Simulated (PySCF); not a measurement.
Electron correlation in Sb²⁺ (antimony, charge +2)

[Kr] 4d10 5s2 5p1, 2P determinant. Computed with PySCF 2.14 in def2-SVP with the def2 core potential (28 electrons) (4s4p2d, 26 functions), with a scalar-relativistic core potential. Frozen: 4s2 4p6 4d10; 3 electrons correlated.

MP2 pair energies summed by pair of shells (mhartree):

```json
{"pair": "5s-5s", "energy": "-16.09", "share (%)": "58.6"}
{"pair": "5s-5p", "energy": "-11.39", "share (%)": "41.4"}
```

Total MP2 correlation energy: -27.47 mhartree.

Same-spin part -1.80 and opposite-spin part -25.67 mhartree; SCS-MP2 scales them by 1/3 and 6/5 to -31.41 mhartree.

| level | correlation energy (mhartree) |
| --- | --- |
| CCSD | -40.65 |
| (T) | -0.32 |
| CCSD(T) | -40.97 |

Diagnostics: T1 = 0.0079, D1 = 0.0192, largest double amplitude 0.097.

Cost of the coupled-cluster step: 0.2 s of wall time on 1 thread of Neoverse-N1 (shared host), for 3 correlated electrons.
